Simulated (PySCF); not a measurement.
**C₆ coefficients of unlike pairs at CAM-B3LYP**

Calculated with PySCF 2.14 from the dipole response of each species, C₆(A,B) = (3/π) ∫ α_A(iu) α_B(iu) du, in atomic units, from isotropic polarisabilities. For ions this is the dispersion term alone; charge-induced terms of lower order in 1/R come first.

```
species           configuration                                                                            basis      relativity  α (bohr³)  C₆ (like pair)
 Cd(2+)          [Kr] 4d10 (1S)             def2-TZVPPD with the def2 core potential (28 electrons) (6s4p3d2f1g)  core potential      4.398           19.27
 Xe(3+)  [Kr] 4d10 5s2 5p3 (4S)                                                  aug-cc-pwCVTZ-DK3 (10s9p7d4f1g)   spin-free X2C      9.399           55.90
 Br(2+)  [Ar] 3d10 4s2 4p3 (4S)  x2c-QZVPPall with one added diffuse shell each of s, p, d, f type (12s9p6d5f1g)   spin-free X2C      8.186           39.57
    Be+           [He] 2s1 (2S)                                                           dyall-av3z (15s9p4d2f)            none      21.80           57.79
```

Task: Estimate C₆ for Xe(3+) with Cd(2+).

Result: The integral gives 31.81. The combination rule 2 C_A C_B / (C_A α_B/α_A + C_B α_A/α_B) gives 31.99 and the geometric mean 32.82.

No spin-orbit coupling is included.

The other pairs:

```json
{"pair": "Be+, Br(2+)", "C₆": "36.92"}
{"pair": "Br(2+), Cd(2+)", "C₆": "26.32"}
{"pair": "Br(2+), Xe(3+)", "C₆": "46.94"}
{"pair": "Be+, Cd(2+)", "C₆": "21.27"}
{"pair": "Be+, Xe(3+)", "C₆": "42.80"}
```
